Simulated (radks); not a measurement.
The nuclear charge of the lanthanum ion La2+ is varied continuously with 55 electrons held in [Xe] 5d1. Method: Dirac Kohn-Sham, PBE, spin-unpolarised, spherical densities, finite nucleus; open shells are shared between the two j in proportion to 2j + 1; Fermi nuclear charge, rms radius 4.855 fm; computed with a radial shooting solver on a logarithmic mesh with Libxc functionals. By the Hellmann-Feynman theorem dE/dZ = E(electron-nucleus)/Z, the electronic potential at the nucleus (averaged over a nucleus of fixed radius).

Z     E (hartree)  E(electron-nucleus)/Z (hartree)   HOMO  e(HOMO) (eV)  <r> HOMO (bohr)
56     -8138.7672                         -353.303  5d5/2        -5.861            3.287
56.5   -8316.5288                         -357.744  5d5/2        -9.939            2.873
57     -8496.5126                         -362.192  5d5/2       -14.592            2.604
57.5   -8678.7223                         -366.648  5d5/2       -19.735            2.408
58     -8863.1625                         -371.115  5d5/2       -25.320            2.255

The central difference of E at Z = 57 is -362.193 hartree, to compare with the third column; the second derivative is -8.9 hartree.
